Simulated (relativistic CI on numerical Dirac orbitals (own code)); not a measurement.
**Hyperfine structure of Ni16+, mass number 61**

Computed by Dirac-Coulomb-Breit CI, separate exchange-only KLI orbitals for each configuration, model QED (radiative potential, 1s self-energy scaled to tabulated hydrogen-like ionisation energies), unscaled Slater integrals (own radial code, finite nucleus).

CI space (outside the closed core [Ne]): 3s2, 3s 3p, 3p2, 3s 3d, 3d2, 3p 3d, 3p 4s, 3s 4s, 3d 4s, 3s 4p, 3s 4d, 3s 4f, 3s 5s, 3s 5p, 3s 5d, 4s2. Levels of other configurations are missing.

Nuclear spin I = 3/2, μ = -0.74965 μN, Q = 0.162 b (tables of Stone and Pyykkö). The electronic factors are computed for point nuclear moments, without core polarisation or the Bohr-Weisskopf and QED corrections.

```csv
Level,E (cm⁻¹),A (MHz),B (MHz)
3s 3p 3P°_1,271396,-26490,-1010
3s 3p 3P°_2,292305,-17700,2010
3s 3p 1P°_1,406122,-1508,1960
3p2 1D_2,639049,-6137,2300
3p2 3P_1,645321,291.8,1000
3p2 3P_2,670576,-3075,-1060
3s 3d 3D_1,774597,13380,145
3s 3d 3D_2,776217,-6253,208
```

Levels with J = 0, under 50 % of one LS term, or S terms without an open s electron are left out. Small factors come from cancelling terms and can be off by tens of per cent or more.

At this charge energies of transitions that change n are usually good to better than 1 %, and those within a shell (Δn = 0) to a few per cent.

Question: Give the hyperfine levels of 3s 3p 3P°_1 relative to its centre of gravity.

Answer: With K = F(F + 1) − I(I + 1) − J(J + 1), E = AK/2 + B[¾K(K + 1) − I(I + 1)J(J + 1)]/[2I(2I − 1)J(2J − 1)]: F = 1/2: 64970, F = 3/2: 27500, F = 5/2: -39990 MHz.

LS names give the leading component of a level, which can be under half, so a name can repeat, a term be missing and a line seem to break the LS rules.
